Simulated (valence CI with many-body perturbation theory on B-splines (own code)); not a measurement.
## Sensitivity of CI+MBPT for Pd³³⁺

Computed by relativistic CI+MBPT: three valence electrons over a frozen Dirac-Fock core [Ne], a basis of 6 s, 6 p, 5 d, 3 f, 1 g functions for each j, with the one-electron correlation potential Σ1, the two-electron term Σ2, the three-electron term Σ3, Breit, model QED; selected CI, second order for the rest, scaled by the run's own slope (own B-spline code, finite nucleus).

The last digits are not significant, and no measured levels were compared; by estimate large intervals hold to a few tenths of a per cent, small ones and those within an open d or f shell to about a per cent.

The reference run has the lowest level (3s^2 3p1/2) J=1/2 and an ionisation energy of 2035.19 eV. Its largest variational space holds 2878 state functions.

Levels are named by their leading jj configuration (3d3/2^4 stands for four electrons in 3d with j = 3/2), which in mixed levels can hold well under half, so a name can repeat and another be missing. Letters in brackets count levels of one name in rising energy.

| Level | Reference (cm⁻¹) | Shift (cm⁻¹) |
| --- | --- | --- |
| (3s^2 3p3/2) J=3/2 | 313840 | +440 |
| (3s 3p1/2^2) J=1/2 | 629692 | -1555 |
| (3s 3p1/2 3p3/2) J=3/2 [a] | 846300 | -1165 |
| (3s 3p1/2 3p3/2) J=5/2 | 913938 | -1125 |
| (3s 3p1/2 3p3/2) J=3/2 [b] | 1016980 | -1109 |
| (3s 3p1/2 3p3/2) J=1/2 | 1087980 | -1191 |
| (3s 3p3/2^2) J=5/2 | 1191790 | -695 |
| (3s^2 3d3/2) J=3/2 | 1321250 | -991 |
| (3s 3p3/2^2) J=1/2 | 1404280 | -721 |
| (3s^2 3d5/2) J=5/2 | 1420420 | -643 |
| (3s 3p3/2^2) J=3/2 | 1446490 | -769 |
| (3p1/2^2 3p3/2) J=3/2 | 1682720 | -2675 |

The ionisation energy moves by +0.97 eV.

Task: Which of these changes was made?
A. core polarisation of operators on → off; three-electron term on → off
B. scale of Σ1 1 → 2
C. selection threshold (hartree) 2e-08 → 1e-06
D. natural orbitals for correlation on → off

Result: B. scale of Σ1 1 → 2.
